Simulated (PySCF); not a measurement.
**Löwdin shares of the frontier orbitals**

(BeSe)2 ring, Be2Se2.
Z-matrix (Å and degrees, PBE0-D3(BJ)/def2-SVP geometry), rows numbered from 1:
```
Be
Se  1  2.0694
Be  2  2.0696  1   59.18
Se  3  2.0693  2  120.82  1     0.01
```

Method: TDDFT B3LYP/def2-SVPD, vertical, gas phase, core orbitals frozen in the response in PySCF 2.14.0, density-fitted response routines. The B3LYP/def2-SVPD calculation is non-relativistic and has no spin–orbit coupling, an omission that weighs most on selenium.

Kohn–Sham orbitals with the atoms that hold most of them (Löwdin shares over 4%, at most four atoms; ? is withheld):

```tsv
orbital	ε (eV)	atoms
HOMO-3	-8.18	Se2 35%, Se4 35%, Be3 15%, Be1 15%
HOMO-2	-7.89	Se2 40%, Se4 40%, Be1 10%, Be3 10%
HOMO-1	-7.79	Se4 34%, Se2 34%, Be3 16%, Be1 16%
HOMO	?	?
LUMO	-3.21	?
LUMO+1	-1.48	Se2 26%, Se4 26%, Be3 24%, Be1 24%
LUMO+2	-0.62	Se4 30%, Se2 30%, Be1 20%, Be3 20%
```

Q: Give the leading atoms of the LUMO.

A: Be1 (bonded to 2 Se) 38%; Be3 (bonded to 2 Se) 38%; Se4 (bonded to 2 Be) 12%; Se2 (bonded to 2 Be) 12%. By element: beryllium 75%, selenium 25%.

Q: Which atoms hold the HOMO, and with what shares?

A: Se2 (bonded to 2 Be) 50%; Se4 (bonded to 2 Be) 50%.

Q: What is the HOMO energy, and the HOMO–LUMO gap?

A: ε(HOMO) = -6.36 eV; the gap is 3.14 eV (0.1154 hartree).

Q: The HOMO–LUMO gap is 3.14 eV. Where does the response calculation put the lowest singlet, and from which orbitals?

A: S1 is at 2.11 eV (f = 0.0000), 1.03 eV below the gap, made of HOMO→LUMO (100%). 

Q: One configuration dominates each of S1, S2, S3 and S4. Which, and how do the shares of the two leading atoms of either orbital change from the occupied to the empty one?

A: 
- S1 (2.11 eV, f 0.0000), HOMO→LUMO (100%): Se2 50% → 12%, Se4 50% → 12%, Be1 at most 1% → 38%, Be3 at most 1% → 38%
- S2 (3.50 eV, f 0.022), HOMO-1→LUMO (100%): Se4 34% → 12%, Se2 34% → 12%, Be1 16% → 38%, Be3 16% → 38%
- S3 (3.62 eV, f 0.0001), HOMO-2→LUMO (99%): Se2 40% → 12%, Se4 40% → 12%, Be1 10% → 38%, Be3 10% → 38%
- S4 (3.86 eV, f 0.0000), HOMO→LUMO+1 (100%): Se2 50% → 26%, Se4 50% → 26%

Löwdin shares depend on the basis, the more so with diffuse functions.

On one thread, Arm Neoverse V2, on a shared host, this took 5.1 s.
